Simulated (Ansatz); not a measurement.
One change: `OCC[SiH2]O` becomes `C[SiH2]O`.

Ansatz, PBE0-D4/def2-TZVP geometries, multiplicity 1. Each molecule was computed in one conformer, which needn't be the lowest.

```csv
property,`OCC[SiH2]O`
size of the dipole moment (PBE/def2-TZVPP) / D,3.44
HOMO–LUMO gap (PBE/def2-TZVPP) / eV,6.21
HOMO–LUMO gap (ωB97M-V/def2-TZVPP) / eV,12.32
HOMO energy (PBE0/def2-TZVPP) / eV,-7.99
LUMO energy (B3LYP/def2-TZVPP) / eV,0.21
HOMO energy (PBE/def2-TZVPP) / eV,-6.52
```

(1) What does the change do to each property? (An estimate is asked.)

Answers

(1) Computed: 
```json
{"property": "size of the dipole moment (PBE/def2-TZVPP) / D", "`C[SiH2]O`": "1.65", "shift": "-1.79"}
{"property": "HOMO–LUMO gap (PBE/def2-TZVPP) / eV", "`C[SiH2]O`": "6.55", "shift": "0.34"}
{"property": "HOMO–LUMO gap (ωB97M-V/def2-TZVPP) / eV", "`C[SiH2]O`": "12.75", "shift": "0.43"}
{"property": "HOMO energy (PBE0/def2-TZVPP) / eV", "`C[SiH2]O`": "-8.42", "shift": "-0.43"}
{"property": "LUMO energy (B3LYP/def2-TZVPP) / eV", "`C[SiH2]O`": "0.16", "shift": "-0.05"}
{"property": "HOMO energy (PBE/def2-TZVPP) / eV", "`C[SiH2]O`": "-6.94", "shift": "-0.42"}
```

With PBE0 the HOMO falls by 0.43 eV and the LUMO falls by 0.09 eV, so the gap widens by about 0.34 eV. PBE moves the HOMO by -0.42 eV and ωB97M-V by -0.43 eV. Dipoles are sizes alone; their direction can turn.

B3LYP here is the variant with VWN-RPA as its local correlation; programs differ in this.
